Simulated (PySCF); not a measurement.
Cl2GaHS, SMILES [Cl][Ga]([Cl])[SH]. Atoms are numbered in the order given.

```xyz
5

Ga    -0.0150     0.0060     0.0000
Cl    -1.3182     1.6897     0.0000
Cl     2.0919     0.3509     0.0000
S     -0.8191    -2.0191     0.0000
H      0.4164    -2.5696     0.0000
```

The structure is a stationary point at PBE0-D3(BJ)/def2-SVP. The values are those of a single conformer.

Computed with B3LYP/pcSseg-1 (PySCF).

GIAO shieldings, no solvent; atoms listed in one row are averaged. δ = σ(ref) − σ: ³⁵Cl against HCl (σ = 933.3 ppm); ³³S against H2S (σ = 695.8 ppm); ¹H against TMS (σ = 31.68 ppm), references at their B3LYP-D3(BJ)/def2-TZVP geometries, non-relativistic (without spin–orbit terms, shifts of atoms bonded to Cl or Br come out too high).

### Question
Estimate the chemical shifts. (An estimate is asked for; the answer gives what the named calculation found.)

### Answer

```csv
nucleus,atoms,count,δ (ppm)
³⁵Cl,Cl3,1,128.1
³⁵Cl,Cl2,1,108.7
³³S,S4,1,80.1
¹H,H5,1,1.70
```
